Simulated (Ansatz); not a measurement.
`C[Se][GeH2][F]` + HI → `[F][GeH2][I]` + `C[SeH]` at 600 K and 1 bar (ligand exchange at a Ge–Se bond).

Gas-phase electronic energies from Ansatz, PBE0-D4/def2-TZVP geometries. CBS: MP2 limit from def2 TZ/QZ plus the TZ coupled-cluster correction, frozen cores. Elements past krypton have def2 core potentials. For Ge, I, Se outer-core shells are correlated without core-valence functions, which leaves a few kJ/mol of doubt a bond. Scalar relativity is left out up to krypton. Each species was taken in one conformer, which may not be the lowest.

```csv
species,CCSD(T)/CBS energy (Eh),H − E (kJ/mol),S (J/(mol·K))
`C[Se][GeH2][F]`,-4617.72550,205.4,445.8
HI,-298.03592,31.6,227.0
`[F][GeH2][I]`,-2474.61172,87.3,368.3
`C[SeH]`,-2441.15625,149.5,312.9
```

H − E and S are ideal-gas, rigid-rotor, harmonic terms from PBE0-D4/def2-TZVP, for one conformer and one mirror image of each species. 1 Eh = 2625.50 kJ/mol, R = 8.31446 J/(mol·K).

By hand: ΔE, ΔH, ΔS and ΔG.

ΔE = (-2474.61172) + (-2441.15625) − (-4617.72550) − (-298.03592) = -0.00655 Eh = -17.2 kJ/mol. Δ(H − E) = 87.3 + 149.5 − 205.4 − 31.6 = -0.2, so ΔH = -17.4 kJ/mol. ΔS = 368.3 + 312.9 − 445.8 − 227.0 = 8.4 J/(mol·K). ΔG = -17.4 − 600 × (8.4)/1000 = -22.4 kJ/mol.

By hand: the equilibrium constant, and the temperature at which ΔG would vanish if ΔH and ΔS stayed fixed.

log₁₀ K = −ΔG/(RT ln 10) = 2.0. ΔH and −TΔS have one sign here, so there is no such temperature.

The number of gas molecules stays the same, so ΔS is small and ΔH decides. A doubt of 5 kJ/mol in ΔE shifts log₁₀ K by 0.4 here. Other conformers and mirror images would add mixing entropy, several J/(mol·K) or more a flexible species. Modes under 60 cm⁻¹, often nearly free rotors, make the harmonic entropy too high. These are equilibria of isolated gas molecules and say nothing of rates. Largest T1 diagnostic: 0.011 (customary marks: 0.02 for closed shells, 0.045 for open ones).

ΔS is within the doubt of such terms, so its sign, and with it that verdict, could turn.
